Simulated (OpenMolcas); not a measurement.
# Lines of Hg: computed and rescaled rates

| Property | Result |
| --- | --- |
| Program | OpenMolcas 26.06 |
| Method | SS-RASPT2, IPEA 0.25 Eh, imaginary shift 0.1 Eh (closed shells correlated: 5d) |
| Basis | ANO-RCC [10s10p9d6f4g2h] |
| Scalar Hamiltonian | DKH2, point nucleus |
| Active space | 2 electrons in 9 orbitals (RAS2 6s 6p; RAS3 6d, at most 2 electrons) |
| State averaging | 2S+1 = 3 even, 3 roots; 2S+1 = 1 even, 6 roots; 2S+1 = 3 odd, 3 roots; 2S+1 = 1 odd, 3 roots |
| Spin-orbit coupling | state interaction with AMFI integrals over the reference wave functions, term energies averaged over their components |

Rates come from the transition moments of the reference wave functions (E1 and E2 in the length form). At fixed line strength A goes as λ^-3 for E1 and M1 and as λ^-5 for E2, so a rate at the computed wavelength can be rescaled to the measured one. Measured vacuum wavelengths follow from level energies in NIST Handbook of Basic Atomic Spectroscopic Data. Branching counts decays inside the model space alone, at computed energies, and the table is only a selection of the E2 and M1 lines, drawn from those between levels with measured partners whose computed energy lies within a factor of 1.5 of the measured one.

| Upper | Lower | Type | λ computed (nm) | λ measured (nm) | A computed (s-1) | A rescaled (s-1) | Branching % |
| --- | --- | --- | --- | --- | --- | --- | --- |
| 6s 6p ³P°₂ | 6s 6p ³P°₁ | M1 | 2697 | 2160 | 6.83e-01 | 1.33e+00 | 97.0 |
| 6s 6p ³P°₂ | 6s 6p ³P°₀ | E2 | 1876 | 1563 | 1.54e-02 | 3.84e-02 | 2.2 |
| 6s 6p ³P°₂ | 6s 6p ³P°₁ | E2 | 2697 | 2160 | 5.57e-03 | 1.69e-02 | 0.8 |

The largest correction is for 6s 6p ³P°₂ → 6s 6p ³P°₁ (E2): 5.57e-03 × (2697 / 2160)^5 = 1.69e-02 s-1, a factor of 3.03.

No measured rate stands beside these. Rescaling mends the energy factor alone: line strengths can still be far off where a level mixes with configurations outside the active space, and weak or spin-changing lines hang on small mixing coefficients that depend on the term gaps too, so rescaling need not improve them.

The run also gave levels led by 6s 6d, which use shells meant for correlation; these and all levels above them are left out. Spin-orbit splittings of 6p shells tend to come out small when the coupling is added on scalar orbitals. Computed and measured levels are paired by configuration, term and J; levels that our copy of the source lacks, or whose pairing is in doubt (as where it misses far off the trend of its configuration), stay unpaired. Levels of configurations outside the active space are missing.

° marks odd parity.
